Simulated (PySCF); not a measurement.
A structure optimised at PBE0-D3(BJ)/def2-SVP, used in a PySCF frequency run:

```xyz
13

Be     0.0000     0.0000     1.0171
N      0.0000     0.0000     2.5189
H      0.8251     0.0000     3.1086
H     -0.8251     0.0000     3.1086
N      0.0000     0.0000    -0.4900
C      0.0000     1.2002    -1.2850
C      0.0000    -1.2002    -1.2850
H     -0.8898     1.2649    -1.9443
H      0.8898     1.2649    -1.9443
H      0.0000     2.0970    -0.6453
H      0.8898    -1.2649    -1.9443
H     -0.8898    -1.2649    -1.9443
H      0.0000    -2.0970    -0.6453
```
Charge 0, spin multiplicity 1.

Q: Write its SMILES, formula and point group.

A: C[N](C)[Be][NH2], C2H8BeN2, C2v

Q: What are its rotational constants (standard atomic weights)?

A: 9.2755, 2.7900, 2.2313 GHz
